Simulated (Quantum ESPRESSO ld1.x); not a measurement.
Q: The fluorine ion F6+, 3 electrons, occupied as [He] 2s1 (the NIST ground configuration). All-electron calculation, scalar-relativistic Kohn-Sham, LDA (Slater exchange, VWN5 correlation), spin-polarised, spherical densities, point nucleus; open shells are filled with parallel spins first. Program: ld1.x of Quantum ESPRESSO 7.5. Some entries of the table are withheld. Estimate them.

orbital  occ.  eigenvalue (eV)  r(max) (bohr)
1s up       1              (1)         0.1146
1s down     1              (2)         0.1146
2s up       1         -173.011            (3)
2s down     0         -164.181            (4)

A: 
(1) 1s up eigenvalue (eV): -853.614
(2) 1s down eigenvalue (eV): -851.582
(3) 2s up r(max) (bohr): 0.6643
(4) 2s down r(max) (bohr): 0.6651
